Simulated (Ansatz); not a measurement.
In(OH)(NH2)2 (H5InN2O), SMILES [OH][In]([NH2])[NH2].

Geometry optimised at PBE-D3(BJ)/def2-SVP. The structure was generated by enumeration; whether it is a known compound was not checked. The def2 effective core potentials stand for the cores of In; spin–orbit coupling is left out. One conformer was computed; it need not be the lowest.

Two levels are set side by side: PBE/def2-SVPD (Ansatz, an electronic-structure program) and CAM-B3LYP/def2-SVPD (Ansatz). Energy differences of separate SCF runs at the same geometry; the states with an electron removed or added have multiplicity 2 and 2. Differences are taken from unrounded values.

| quantity | CAM-B3LYP |
|---|---|
| vertical ionisation energy (eV) | 9.56 |
| vertical singlet–triplet gap (eV) | 4.13 |

**Question.** What does PBE give, and how far is it from CAM-B3LYP? (An estimate is asked for; the answer gives what the named calculation found.)

**Answer.** 
```
quantity                            PBE  PBE minus CAM-B3LYP
---------------------------------  ----  -------------------
vertical ionisation energy (eV)    8.94                -0.62
vertical singlet–triplet gap (eV)  3.51                -0.62
```
